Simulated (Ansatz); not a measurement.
Start from `[CH3][AlH][SiH2]Br` and change one atom or group to get `[CH3][AlH][SiH2][SnH3]`.

Ansatz, PBE0-D4/def2-TZVP geometries, multiplicity 1. Each molecule was computed in one conformer, which needn't be the lowest.

Elements past krypton have def2 core potentials. Scalar relativity is left out up to krypton.

```
                                        property  `[CH3][AlH][SiH2]Br`
             LUMO energy (B3LYP/def2-TZVPP) / eV                 -1.39
           HOMO energy (ωB97M-V/def2-TZVPP) / eV                 -9.25
           LUMO energy (ωB97M-V/def2-TZVPP) / eV                  0.57
              HOMO energy (PBE0/def2-TZVPP) / eV                 -7.26
               LUMO energy (PBE/def2-TZVPP) / eV                 -2.03
size of the dipole moment (B3LYP/def2-TZVPP) / D                  1.31
```

(1) Give the same properties after the change, and the shifts. (Estimate.)

Results:

(1) Ansatz gave: 
```csv
property,`[CH3][AlH][SiH2][SnH3]`,shift
LUMO energy (B3LYP/def2-TZVPP) / eV,-2.04,-0.65
HOMO energy (ωB97M-V/def2-TZVPP) / eV,-9.08,0.17
LUMO energy (ωB97M-V/def2-TZVPP) / eV,-0.24,-0.81
HOMO energy (PBE0/def2-TZVPP) / eV,-7.16,0.10
LUMO energy (PBE/def2-TZVPP) / eV,-2.61,-0.58
size of the dipole moment (B3LYP/def2-TZVPP) / D,1.69,0.38
```

With PBE0 the HOMO rises by 0.10 eV and the LUMO falls by 0.65 eV, so the gap narrows by about 0.75 eV. PBE moves the HOMO by 0.05 eV and ωB97M-V by 0.17 eV. Dipoles are sizes alone; their direction can turn.

B3LYP here is the variant with VWN-RPA as its local correlation; programs differ in this.

Spin–orbit coupling is left out; it splits and shifts lone-pair levels of the heavy atoms by tenths of an eV.
